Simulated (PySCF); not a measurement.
## Correlation energy of Te⁺ (tellurium, charge +1)

[Kr] 4d10 5s2 5p3, high-spin 4S determinant. Computed with PySCF 2.14 in def2-SVP with the def2 core potential (28 electrons), with scalar relativity through the core potential. Frozen: 4s2 4p6 4d10; 5 electrons correlated.

MP2 pair energies summed by pair of shells (mhartree):

```tsv
pair	energy	share (%)
5s-5p	-30.40	65.8
5p-5p	-10.88	23.6
5s-5s	-4.91	10.6
```

Total MP2 correlation energy: -46.19 mhartree.

Same-spin part -12.47 and opposite-spin part -33.72 mhartree; SCS-MP2 scales them by 1/3 and 6/5 to -44.62 mhartree.

| level | correlation energy (mhartree) |
| --- | --- |
| CCSD | -58.93 |
| (T) | -0.54 |
| CCSD(T) | -59.47 |

Diagnostics: T1 = 0.0024, D1 = 0.0039, largest double amplitude 0.058.

Cost of the coupled-cluster step: 0.09 s of wall time on 1 thread of Neoverse-V2 (shared host), for 5 correlated electrons.
